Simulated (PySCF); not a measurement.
PySCF job for germylsulfanylgermane (Ge2H6S), SMILES [GeH3][S][GeH3], IEF-PCM-M06-2X/def2-SVP. Coordinates come from a B3LYP-D3(BJ)/def2-SVP optimisation.

```python
import numpy as np
from pyscf import gto, scf, dft
from pyscf.solvent import pcm

mol = gto.M(
    atom='''
    Ge    1.69271507   -0.24671774    0.04418833
    S     0.00359194   -0.40920064   -1.43124184
    Ge   -1.69989179    0.20003416   -0.09584859
    H     2.96109376   -0.63451962   -0.73468565
    H     1.79961835    1.19800956    0.57495849
    H     1.46304310   -1.21142680    1.22614097
    H    -1.81838231   -0.77376102    1.09506303
    H    -2.95931344    0.13656075   -0.97662724
    H    -1.47657467    1.63212134    0.43315250
    ''',
    basis='def2-SVP',
    charge=0,
    spin=0,
    max_memory=1600,
    verbose=3,
)
mf = dft.RKS(mol, xc='m06-2x').density_fit(auxbasis='def2-universal-jkfit')
mf.grids.level = 4
mf.conv_tol = 1e-9
mf.max_cycle = 100
mf.kernel()
res = {}
for name, eps in {'water': 78.355, 'tetrahydrofuran': 7.4257, 'cyclohexanone': 15.619}.items():
    s = mf.PCM()
    s.with_solvent.method, s.with_solvent.eps, s.with_solvent.lebedev_order = 'IEF-PCM', eps, 29
    s.kernel(mf.make_rdm1())
    res[name] = (s.e_tot, eps, s.dip_moment(), s.mo_energy, s.converged)
    print(f'{name}: electrostatic solvation free energy {(s.e_tot - mf.e_tot) * 627.509474:.3f} kcal/mol')
```

Output:

```
converged SCF energy = -4555.16266119518

WARN: PCM is an experimental feature. It is still in testing.
Features and APIs may be changed in the future.

converged SCF energy = -4555.16549320193
Dipole moment(X, Y, Z, Debye): -0.00974,  0.54894,  1.99832
water: electrostatic solvation free energy -1.777 kcal/mol

WARN: PCM is an experimental feature. It is still in testing.
Features and APIs may be changed in the future.

converged SCF energy = -4555.16493354147
Dipole moment(X, Y, Z, Debye): -0.00920,  0.51361,  1.87024
tetrahydrofuran: electrostatic solvation free energy -1.426 kcal/mol

WARN: PCM is an experimental feature. It is still in testing.
Features and APIs may be changed in the future.

converged SCF energy = -4555.16524521359
Dipole moment(X, Y, Z, Debye): -0.00951,  0.53304,  1.94071
cyclohexanone: electrostatic solvation free energy -1.621 kcal/mol
```

Self-consistency was reached.
